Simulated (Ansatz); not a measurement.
Geometry optimisation, RKS r2SCANh-D4/def2-SVP in Ansatz 0.2.0.

The input (input.yaml):

```yaml
crystal:
  periodic: [false, false, false]
  atoms:
    - { symbol: Si, position_ang: [0.0, 0.0, 0.0] }
    - { symbol: H, position_ang: [0.0, 0.0, 1.81] }
    - { symbol: H, position_ang: [1.3768, 0.0, -0.4862] }
    - { symbol: O, position_ang: [-0.7913, 1.3709, -0.5594] }
    - { symbol: H, position_ang: [-1.7491, 1.1401, -0.7818] }
    - { symbol: O, position_ang: [-0.7913, -1.3709, -0.5594] }
    - { symbol: H, position_ang: [-1.2459, -1.8365, 0.2129] }
    - { symbol: O, position_ang: [1.0334, -1.5693, 0.6243] }
    - { symbol: H, position_ang: [0.4671, -2.4013, 0.5398] }
    - { symbol: H, position_ang: [0.5283, -0.8022, 1.7351] }
basis:
  gaussian: { orbitals: def2-SVP }
hamiltonian:
  xc: r2scanh
  dispersion: d4
relax:
  f_tol: 0.15
  max_steps: 25
  restrain:
    - { distance: [0, 7], at: 2.88, k: 30.0 }
    - { distance: [9, 1], at: 1.86, k: 30.0 }
    - { distance: [0, 1], at: 1.46, k: 30.0 }
    - { distance: [9, 7], at: 1.01, k: 30.0 }
```

Run as:

```bash
$ ansatz run input.yaml --threads 2 --pin off --max-ram 3072MiB --backend cpu --events-out ev --progress --plain --runs-dir out
```

Q: Where does it end, and by what steps?

A: It converged. The restraints hold the end off the free minimum; the threshold counts their pulls, which the force column leaves out. Restrained pairs: Si1–O8 (1.98 → 2.88 Å), H2–H10 (0.96 → 1.87 Å), Si1–H2 (1.81 → 1.47 Å), O8–H10 (1.44 → 0.98 Å). After 23 steps the energy has fallen by 3.829 eV (the restraints' own energy left out); H7 moved furthest, 1.20 Å.

```csv
step,energy less start (eV),largest force component (eV/Å),accepted
0,0.0000,4.317,yes
1,-1.2178,4.183,yes
2,-2.2793,4.151,yes
3,-2.9625,4.212,yes
4,-3.3430,1.965,yes
5,-3.5029,1.640,yes
6,-3.6498,0.944,yes
7,-3.6572,0.649,yes
8,-3.7019,0.735,yes
9,-3.7226,0.654,yes
10,-3.6276,1.951,no
11,-3.7276,0.705,yes
12,-3.7318,0.710,yes
13,-3.7384,0.718,yes
14,-3.7601,0.712,yes
15,-3.7761,0.700,yes
16,-3.7785,0.705,yes
17,-3.7801,0.753,yes
18,-3.7905,0.737,yes
19,-3.8159,0.736,yes
20,-3.8018,0.743,no
21,-3.8213,0.790,yes
22,-3.8150,0.945,no
23,-3.8287,0.768,yes
```

```xyz
10
Properties=species:S:1:pos:R:3
Si -0.116 0.057 -0.079
H 0.130 0.272 1.355
H 1.098 0.100 -0.919
O -1.088 1.250 -0.704
H -1.865 1.497 -0.194
O -0.914 -1.415 -0.136
H -1.400 -1.579 -0.953
O 1.398 -1.943 1.335
H 0.658 -2.390 0.901
H 0.928 -1.317 1.930
```

The run took 62 s on 2 threads of Arm Neoverse V2 (shared host), peak memory 0.19 GiB.
